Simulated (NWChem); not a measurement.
**Calibrating HF/def2-SVP on O-containing molecules**

The dipole moment in D of 8 O-containing molecules: x at HF/def2-SVP, y as measured (NIST CCCBDB). Shapes, held fixed at every level: PBE0-D4/def2-TZVP. Programs: NWChem 7.3.0.

```
                  molecule  x (D)  y (D)
          C3H3NO (oxazole)   1.52   1.50
   NOF (nitrosyl fluoride)   1.57   1.81
            HNO (nitroxyl)   2.05      ?
SCl2O2 (sulfuryl chloride)   2.29   1.81
      SO2 (sulfur dioxide)   2.29   1.63
    CHFO (formyl fluoride)   2.46   2.02
 C2H3ClO (acetyl chloride)   3.05   2.72
   SeO2 (selenium dioxide)   3.53   2.62
```

Fit y = c + s·x to the known rows and predict y for HNO.


1. Means of the 7 rows: x = 2.3871, y = 2.016.
2. Σ(Δx)² = 3.1893, Σ(Δx·Δy) = 1.8305, so the slope is 1.8305/3.1893 = 0.57395.
3. Intercept: 2.016 − (0.57395) × 2.3871 = 0.646. The largest residual of the fit is 0.33.
4. HNO: 0.646 + 0.57395 × 2.05 = 1.82 D.

The measured value is 1.67 D, so the prediction is off by +0.15 D, within the largest residual. Uncorrected, HF/def2-SVP misses HNO by +0.38 D, and the other rows by 0.44 on average. With references in doubt, neither the misses nor the line can be laid on the level alone. Left out in turn, the other rows are missed by 0.23 D on average. The tabulated value of NOF is in doubt (older tables, estimates, or at odds with other calculations) and kept here. Relativity is left out for Se.
